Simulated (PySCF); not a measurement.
These 2 structures share the formula C3H7B. Theory: PBE0-D3(BJ)/def2-SVP geometry optimisation, gas phase in PySCF. One conformer each; no zero-point energy, no entropy. No frequencies were run at this level. Point groups hold within 0.08 Å.

Problem. Rank from lowest to highest electronic energy at this level (kJ/mol).
A. `[BH2:1][CH2:2][CH:3]=[CH2:4]` with H–B1–C2–C3 -22° and 164°, B1–C2–C3–C4 -130°
B. `B/C=C\C`

Solution. B (0.0), A (26.7).

```
 SMILES      E (Eh)  E rel (kJ/mol)  dipole (D)  point group      A, B, C (MHz)
B/C=C\C  -143.05231             0.0        1.95           Cs  16763, 5428, 4207
  BCC=C  -143.04215            26.7        0.56           C1  26868, 4187, 3976
```

Problem. As an exercise, what shares would exp(−E/RT) give at 2000 K from these electronic energies alone (no entropy, no degeneracies)?

Solution. RT = 16.629 kJ/mol: B/C=C\C 83.3 %, BCC=C 16.7 %.

***

These 2 structures share the formula C5H10BN. Computed with PySCF 2.14.0, PBE0-D3(BJ)/def2-SVP geometry optimisation, gas phase. One conformer each; no zero-point energy, no entropy. No frequencies were run at this level. Point groups hold within 0.08 Å.

Question: Rank from lowest to highest electronic energy at this level (kcal/mol).
A. `CC#CBN(C)C`
B. `[CH3:1][C:2]#[C:3][B:4]([NH2:5])[CH2:6][CH3:7]` with C3–B4–C6–C7 54°

Answer: B (0.0), A (18.4).

As drawn, the lower has an N–H bond, which the higher lacks.

```tsv
SMILES	E (Eh)	E rel (kcal/mol)	dipole (D)	point group	A, B, C (MHz)
CC#CB(N)CC	-275.63701	0.0	1.38	C1	3615, 1396, 1057
CC#CBN(C)C	-275.60773	18.4	1.65	–	8029, 1073, 963.8
```
